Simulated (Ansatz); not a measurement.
Reaction (formal exchange of groups at the Sb–C bond): `C[CH](S)[SbH2]` + `CC(N)N` → `C[CH](N)[SbH2]` + `CC(N)S`

Computed with Ansatz on PBE0-D4/def2-TZVP structures; ΔE is electronic, products minus reactants. CCSD(T)/CBS adds triple-zeta CCSD(T) − MP2 to the extrapolated MP2 energy (def2 sets, frozen cores). DFT in def2-TZVPP. Elements past krypton have def2 core potentials. For Sb outer-core shells are correlated without core-valence functions, which leaves a few kJ/mol of doubt a bond. Each species was taken in one conformer, which may not be the lowest.

| level | ΔE (kcal/mol) |
| --- | --- |
| PBE0-D4 | 4.8 |
| ωB97X-V | 5.6 |

(1) What does CCSD(T)/CBS give? (Best estimate.)

Largest T1 diagnostic among the species: 0.012.

Answers

(1) Computed: +5.8 kcal/mol. The listed levels differ from it by -1.0, -0.2 kcal/mol.

From PBE to PBE0 (25 % exact exchange), in def2-TZVPP and without D4, ΔE moves by +1.0 kcal/mol.
